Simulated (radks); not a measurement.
All-electron atom: neutral terbium in [Kr] 4d10 4f9 5s2 5p5.5 6s2 7s0.5 (fractional occupations, a model configuration). All-electron calculation, Dirac Kohn-Sham, PBE, spin-unpolarised, spherical densities, point nucleus; open shells fill j = l - 1/2 first. Program: a radial shooting solver on a logarithmic mesh with Libxc functionals.

X-ray form factor f0, the Fourier transform of the density (f0(0) = 65):

| sin(theta)/lambda (1/angstrom) | f0 (electrons) |
|---|---|
| 0.05 | 63.289 |
| 0.1 | 60.471 |
| 0.15 | 57.146 |
| 0.2 | 53.762 |
| 0.25 | 50.404 |
| 0.3 | 47.141 |
| 0.4 | 41.229 |
| 0.5 | 36.311 |
| 0.6 | 32.227 |
| 0.8 | 25.845 |
| 1 | 21.360 |
| 1.25 | 17.780 |
| 1.5 | 15.462 |
| 2 | 11.879 |
